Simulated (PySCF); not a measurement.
Molecule: `B[C@@H]1[C@H](Cl)C12CC2`, C₅H₈BCl.

Bonds (- single, = double, # triple, : aromatic): B1-C2, C2-C3, C3-Cl4, C3-C5, C5-C6, C6-C7, C5-C2, C7-C5. B1 carries H8, H9; C2 carries H10; C3 carries H11; C6 carries H12, H13; C7 carries H14, H15. Stereochemistry as in B[C@@H]1[C@H](Cl)C12CC2. H13, H14 are pro-R; H12, H15 are pro-S.

Frames of a GFN2-xTB Langevin trajectory at 200 K; GIAO PBE0/pcSseg-1 shieldings in PySCF 2.14, gas phase, non-relativistic; equivalent atoms averaged within each frame.

References, each an isolated molecule treated in the same way: 11B (100.07 ppm) vs BF3·OEt2; 13C (186.93 ppm) and 1H (31.72 ppm) against TMS; 35Cl (949.78 ppm) against HCl. The references are static minima.

**Question.** How do the shifts (ppm) fluctuate along the trajectory?

**Answer.** 
| time (fs) | B1 | C3 | C5 | C2 | C6 | C7 | Cl4 | H8/H9 | H11 | H15 |
| --- | --- | --- | --- | --- | --- | --- | --- | --- | --- | --- |
| 250 | 90.4 | 54.8 | 41.0 | 37.4 | 15.4 | 9.3 | 117 | 8.16 | 3.54 | 2.90 |
| 425 | 92.9 | 54.1 | 33.5 | 32.8 | 12.6 | 14.3 | 113 | 8.31 | 3.98 | 2.90 |
| 625 | 92.3 | 63.8 | 36.8 | 35.3 | 3.3 | 5.7 | 157 | 8.13 | 3.39 | 0.51 |
| 800 | 87.2 | 57.7 | 35.3 | 36.6 | 8.3 | 11.3 | 96 | 8.10 | 3.81 | 0.95 |
| 1000 | 85.4 | 57.2 | 37.2 | 30.5 | 21.0 | 5.0 | 118 | 7.67 | 4.51 | 1.80 |
| mean of frames | 89.6 | 57.5 | 36.8 | 34.5 | 12.1 | 9.2 | 120 | 8.07 | 3.85 | 1.81 |
| standard deviation | 3.3 | 3.8 | 2.8 | 2.8 | 6.8 | 3.9 | 22 | 0.24 | 0.43 | 1.10 |

5 frames give an uncertainty of the mean of about the standard deviation over 2.2 at best, since frames this close in time may not be independent; classical motion lacks zero-point vibration, and the reference would need the same averaging.
